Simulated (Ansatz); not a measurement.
Total energies of C3H3FO2Sn (`[F][Sn-]1[O]C=CC=[O+]1`).

```xyz
10

F    -0.178   -2.760    0.102
Sn    0.031   -1.687    1.716
O    -1.398   -0.266    0.934
C    -1.202    0.540   -0.019
C     0.006    0.864   -0.625
C     1.244    0.374   -0.226
O     1.486   -0.462    0.690
H    -2.100    1.050   -0.390
H    -0.014    1.583   -1.433
H     2.126    0.764   -0.748
```

Total charge 0; spin multiplicity 1. Correlated methods include outer-core shells of Sn, which these sets cover unevenly. Sn takes the def2 core potential. All single points use the PBE0-D4/def2-TZVP geometry. Basis def2-TZVPP, the Gaussian-basis code of Ansatz.

RPA on PBE orbitals: Hartree–Fock energy of these orbitals -578.00226 Eh, correlation -2.23188 Eh (frozen core).

```tsv
functional	energy without D4 (Eh)	D4 term (kJ/mol)
LDA (SPW92)	-577.87454	–
PBE	-580.56741	-29.6
revPBE	-580.89386	-86.9
BLYP	-580.85039	-64.9
r2SCAN	-580.86479	-7.0
B97M-V	-580.88612	–
PBE0	-580.56824	-25.1
B3LYP	-581.03665	-48.1
r2SCANh	-580.82800	-7.6
r2SCAN0	-580.77509	-8.4
HSE06 (plane-wave form)	-580.54994	-23.5
BHLYP	-580.70486	-38.2
CAM-B3LYP	-580.81290	-25.6
LC-ωPBE	-580.74956	–
ωB97X-V	-580.81818	–
ωB97M-V	-580.80664	–
B2PLYP	-580.50743	–
PBE-QIDH	-580.31267	–
```

B3LYP takes the VWN-RPA correlation (the form of Gaussian; ORCA's B3LYP/G). HSE06 is the plane-wave form, built on full-range PBE exchange. The double hybrids freeze the cores in their second-order part.

LC-ωPBE has ω = 0.4 bohr⁻¹.
